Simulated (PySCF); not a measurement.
Species: C4H6N2OS.
Numbering: `[CH3:1][O:2][c:3]1[s:4][n:5][n:6][c:7]1[CH3:8]`

Probes without a nucleus sit at each ring's centroid and 1 Å off its mean plane on both sides; NICS is minus the shielding there, NICSzz its component along the normal. Level: GIAO B97-2/pcSseg-1 (PySCF, non-relativistic, gas phase) on the PBE0-D3(BJ)/def2-SVP geometry, one conformer.

Ring bond lengths (Å): C3–S4 1.719, S4–N5 1.743, N5–N6 1.261, N6–C7 1.357, C7–C3 1.386.

What do the NICS probes read (ppm)?

```csv
ring,type,NICS(0),"NICS(1), two faces","NICS(1)zz, two faces",rms pucker (Å),"centre to ring atoms, mean (Å)"
C3–S4–N5–N6–C7,5-membered ring with 2 N and S; formal bonds all aromatic,-10.2,-11.0 / -11.0,-24.3 / -24.3,0.00,1.26
```

What do they say, and how far can they be read as aromaticity?

- C3–S4–N5–N6–C7: mean NICS(1)zz -24.3 ppm, shielded. For a flat ring without four-coordinate atoms the NICS criterion counts such a value as aromatic.

At the first NICS(1) probe listed for ring C3–S4–N5–N6–C7, 1 Å off the ring, what do the in-plane components average?

The isotropic value is a third of the trace: (3 × -11.0 − (-24.3))/2 = -4.3 ppm.

Give the inner angles of the rings.

- C3–S4–N5–N6–C7: C3 109.2°, S4 90.7°, N5 110.7°, N6 117.4°, C7 112.0°; sum 540.0° against 540° for a flat convex ring.

How shielded are the nuclei of the rings and their hydrogens (means over atoms taken as equivalent)?

| atoms | environment | σ isotropic (ppm) |
| --- | --- | --- |
| C3 | aromatic carbon bearing oxygen | 7.6 |
| S4 | ring sulfur | 11.3 |
| N5 | pyridine-type nitrogen | -161.3 |
| N6 | pyridine-type nitrogen | -219.4 |
| C7 | substituted aromatic carbon | 48.2 |

How do the values depend on the level or the medium?

```
                            level  NICS(0), C3–S4–N5–N6–C7  mean NICS(1)zz, C3–S4–N5–N6–C7
              B97-2/pcSseg-1, gas                    -10.2                           -24.3
               PBE0/pcSseg-1, gas                    -10.3                           -24.5
PBE0/pcSseg-1, IEF-PCM chloroform                    -10.4                           -24.6
  PBE0/pcSseg-1, IEF-PCM methanol                    -10.4                           -24.7
```

The geometry is the same throughout; the continuum's cavity takes Bondi-type radii × 1.2.

The values belong to the conformer `[CH3:1][O:2][c:3]1[s:4][n:5][n:6][c:7]1[CH3:8]`: C1–O2–C3–S4 0°.
